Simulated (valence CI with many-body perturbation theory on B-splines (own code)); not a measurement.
E1 transitions of Zr35+

Method: relativistic CI+MBPT: three valence electrons over a frozen Dirac-Fock core [He], a basis of 11 s, 11 p, 10 d, 8 f, 5 g, 2 h functions for each j, with the one-electron correlation potential Σ1, the two-electron term Σ2, the three-electron term Σ3, Breit, model QED; selected CI, second order for the rest, scaled by the run's own slope (own B-spline code, finite nucleus).

No measured spectrum was set against this ion. As an estimate, large intervals hold to a few tenths of a per cent, small ones and those within an open d or f shell to about a per cent.

Lines 201 to 250 of 593 in falling wavelength, among levels below 3868.4 eV, chosen from the strongest by gf and those to the six lowest levels. Wavelengths and rates use the calculated energies. Electric multipoles are in the length gauge, E1 and E2 with the static RPA response of the core. Weak lines are less certain than strong ones. Lines between different terms over intervals too small for the method are left out, as are lines whose strength nearly cancels. The highest levels of a list are the least certain.

Levels are named by their leading jj configuration (3d3/2^4 stands for four electrons in 3d with j = 3/2), which in mixed levels can hold well under half, so a name can repeat and another be missing. Letters in brackets count levels of one name in rising energy.

| λ vac (Å) | Upper | Lower | A (s⁻¹) | S (a.u.) with core polarisation | S without |
| --- | --- | --- | --- | --- | --- |
| 14.22 | (2s 2p3/2 4f7/2) J=5/2 [a] | (2s 2p3/2 3d5/2) J=3/2 [a] | 1.43e+13 | 1.22e-01 | 1.22e-01 |
| 14.22 | (2s 2p3/2 4s) J=5/2 | (2s 2p3/2 3p3/2) J=7/2 | 1.96e+12 | 1.67e-02 | 1.67e-02 |
| 14.22 | (2s 2p3/2 4f7/2) J=5/2 [b] | (2s 2p3/2 3d5/2) J=3/2 [b] | 1.94e+13 | 1.65e-01 | 1.65e-01 |
| 14.21 | (2s 2p3/2 4s) J=3/2 [a] | (2s 2p3/2 3p3/2) J=3/2 [a] | 9.96e+11 | 5.64e-03 | 5.64e-03 |
| 14.21 | (2s 2p3/2 4f5/2) J=7/2 [b] | (2s 2p3/2 3d5/2) J=5/2 [b] | 2.51e+12 | 2.84e-02 | 2.84e-02 |
| 14.20 | (2s 2p1/2 4f7/2) J=7/2 [a] | (2s 2p1/2 3d5/2) J=5/2 [a] | 1.22e+13 | 1.38e-01 | 1.38e-01 |
| 14.20 | (2s 2p3/2 4f7/2) J=3/2 | (2s 2p3/2 3d5/2) J=3/2 [a] | 6.47e+12 | 3.66e-02 | 3.66e-02 |
| 14.20 | (2s 2p3/2 4f5/2) J=5/2 [b] | (2p1/2 2p3/2 3p1/2) J=3/2 [a] | 1.14e+12 | 9.63e-03 | 9.64e-03 |
| 14.20 | (2s 2p3/2 4f7/2) J=7/2 [b] | (2s 2p3/2 3d5/2) J=5/2 [b] | 1.81e+13 | 2.05e-01 | 2.05e-01 |
| 14.16 | (2s 2p3/2 4f7/2) J=7/2 [a] | (2s 2p3/2 3d5/2) J=5/2 [a] | 1.79e+13 | 2.01e-01 | 2.01e-01 |
| 14.16 | (2s 2p3/2 4f7/2) J=5/2 [b] | (2s 2p3/2 3d5/2) J=5/2 [b] | 2.96e+12 | 2.49e-02 | 2.49e-02 |
| 14.14 | (2s 2p3/2 4f7/2) J=5/2 [a] | (2s 2p3/2 3d5/2) J=5/2 [a] | 6.78e+12 | 5.68e-02 | 5.68e-02 |
| 14.14 | (2s 2p3/2 4d5/2) J=7/2 [b] | (2p1/2^2 3d5/2) J=5/2 | 4.60e+11 | 5.13e-03 | 5.14e-03 |
| 14.13 | (2s^2 4f5/2) J=5/2 | (2s^2 3d5/2) J=5/2 | 1.57e+12 | 1.32e-02 | 1.32e-02 |
| 14.13 | (2s 2p1/2 4f5/2) J=7/2 | (2s 2p1/2 3d5/2) J=7/2 | 1.77e+12 | 1.97e-02 | 1.97e-02 |
| 14.12 | (2s 2p3/2 4f5/2) J=3/2 [b] | (2s 2p3/2 3d3/2) J=1/2 [b] | 1.44e+13 | 8.00e-02 | 8.00e-02 |
| 14.11 | (2s^2 4f7/2) J=7/2 | (2s^2 3d5/2) J=5/2 | 2.36e+13 | 2.62e-01 | 2.62e-01 |
| 14.10 | (2s 2p1/2 4f7/2) J=9/2 | (2s 2p1/2 3d5/2) J=7/2 | 2.32e+13 | 3.22e-01 | 3.22e-01 |
| 14.09 | (2s 2p1/2 4f7/2) J=7/2 [b] | (2s 2p1/2 3d5/2) J=7/2 | 1.59e+12 | 1.75e-02 | 1.75e-02 |
| 14.08 | (2s 2p3/2 4f5/2) J=7/2 [b] | (2s 2p3/2 3d5/2) J=7/2 [b] | 2.83e+12 | 3.12e-02 | 3.12e-02 |
| 14.08 | (2s 2p3/2 4f5/2) J=3/2 [b] | (2p1/2 2p3/2 3p1/2) J=1/2 | 2.05e+12 | 1.13e-02 | 1.13e-02 |
| 14.07 | (2s 2p3/2 4f7/2) J=7/2 [b] | (2s 2p3/2 3d5/2) J=7/2 [b] | 5.44e+11 | 5.98e-03 | 5.99e-03 |
| 14.07 | (2s 2p1/2 4f5/2) J=3/2 | (2s 2p1/2 3d3/2) J=1/2 | 1.63e+13 | 8.95e-02 | 8.96e-02 |
| 14.07 | (2s 2p3/2 4f5/2) J=5/2 [b] | (2s 2p3/2 3d3/2) J=3/2 [b] | 1.70e+13 | 1.40e-01 | 1.40e-01 |
| 14.07 | (2p1/2^2 4f7/2) J=7/2 | (2p1/2 2p3/2 3s) J=5/2 | 2.85e+12 | 3.14e-02 | 3.14e-02 |
| 14.07 | (2s 2p1/2 4f5/2) J=3/2 | (2s 2p1/2 3d3/2) J=3/2 [b] | 5.89e+12 | 3.24e-02 | 3.24e-02 |
| 14.06 | (2s 2p1/2 4f7/2) J=7/2 [a] | (2s 2p1/2 3d3/2) J=5/2 | 8.44e+12 | 9.27e-02 | 9.27e-02 |
| 14.06 | (2s 2p1/2 4f5/2) J=5/2 [b] | (2s 2p1/2 3d3/2) J=3/2 [b] | 1.48e+13 | 1.22e-01 | 1.22e-01 |
| 14.06 | (2s 2p3/2 4d5/2) J=5/2 [b] | (2p1/2 2p3/2 3s) J=3/2 [b] | 9.16e+11 | 7.53e-03 | 7.53e-03 |
| 14.06 | (2s 2p3/2 4f7/2) J=9/2 [b] | (2s 2p3/2 3d5/2) J=7/2 [b] | 2.29e+13 | 3.14e-01 | 3.14e-01 |
| 14.04 | (2s 2p3/2 4f5/2) J=5/2 [b] | (2s 2p3/2 3d3/2) J=5/2 [b] | 3.40e+12 | 2.79e-02 | 2.79e-02 |
| 14.03 | (2s 2p3/2 4f5/2) J=3/2 [a] | (2s 2p3/2 3d3/2) J=1/2 [a] | 7.10e+12 | 3.87e-02 | 3.88e-02 |
| 14.03 | (2s 2p1/2 4f7/2) J=5/2 | (2s 2p1/2 3d3/2) J=3/2 [b] | 1.16e+12 | 9.51e-03 | 9.51e-03 |
| 14.03 | (2s 2p3/2 4f5/2) J=5/2 [a] | (2s 2p3/2 3d3/2) J=3/2 [a] | 1.13e+13 | 9.21e-02 | 9.21e-02 |
| 14.03 | (2s 2p3/2 4f5/2) J=3/2 [b] | (2s 2p3/2 3d3/2) J=3/2 [b] | 3.78e+12 | 2.06e-02 | 2.06e-02 |
| 14.02 | (2s 2p3/2 4f5/2) J=1/2 | (2s 2p3/2 3d3/2) J=1/2 [a] | 1.84e+13 | 5.00e-02 | 5.00e-02 |
| 14.02 | (2s 2p1/2 4f5/2) J=7/2 | (2s 2p1/2 3d5/2) J=5/2 [a] | 6.18e+12 | 6.72e-02 | 6.72e-02 |
| 14.02 | (2s 2p3/2 4f5/2) J=7/2 [b] | (2s 2p3/2 3d3/2) J=5/2 [b] | 1.69e+13 | 1.83e-01 | 1.83e-01 |
| 14.02 | (2s 2p3/2 4f5/2) J=3/2 [a] | (2s 2p3/2 3d3/2) J=3/2 [a] | 1.28e+13 | 6.95e-02 | 6.95e-02 |
| 14.02 | (2s 2p3/2 4f5/2) J=7/2 [a] | (2s 2p3/2 3d3/2) J=7/2 | 6.32e+12 | 6.88e-02 | 6.88e-02 |
| 14.01 | (2p1/2^2 4f5/2) J=5/2 | (2p1/2^2 3d3/2) J=3/2 | 2.17e+13 | 1.77e-01 | 1.77e-01 |
| 14.01 | (2s 2p1/2 4f5/2) J=5/2 [b] | (2s 2p1/2 3d5/2) J=5/2 [a] | 2.34e+12 | 1.90e-02 | 1.90e-02 |
| 14.01 | (2s 2p3/2 4f5/2) J=5/2 [a] | (2s 2p3/2 3d3/2) J=7/2 | 1.10e+12 | 8.92e-03 | 8.92e-03 |
| 14.01 | (2s 2p3/2 4f7/2) J=7/2 [b] | (2s 2p3/2 3d3/2) J=5/2 [b] | 3.03e+12 | 3.29e-02 | 3.29e-02 |
| 14.01 | (2s 2p3/2 4f5/2) J=1/2 | (2s 2p3/2 3d3/2) J=3/2 [a] | 4.91e+12 | 1.33e-02 | 1.33e-02 |
| 14.01 | (2s 2p3/2 4f5/2) J=9/2 | (2s 2p3/2 3d3/2) J=7/2 | 1.94e+13 | 2.63e-01 | 2.63e-01 |
| 14.00 | (2s 2p3/2 4f5/2) J=7/2 [a] | (2s 2p3/2 3d3/2) J=5/2 [a] | 1.63e+13 | 1.77e-01 | 1.77e-01 |
| 14.00 | (2s 2p3/2 4f5/2) J=5/2 [a] | (2s 2p3/2 3d3/2) J=5/2 [a] | 9.56e+12 | 7.77e-02 | 7.77e-02 |
| 14.00 | (2s^2 4f5/2) J=5/2 | (2s^2 3d3/2) J=3/2 | 2.20e+13 | 1.79e-01 | 1.79e-01 |
| 13.98 | (2s 2p3/2 4f7/2) J=7/2 [a] | (2s 2p3/2 3d3/2) J=7/2 | 1.52e+12 | 1.64e-02 | 1.64e-02 |
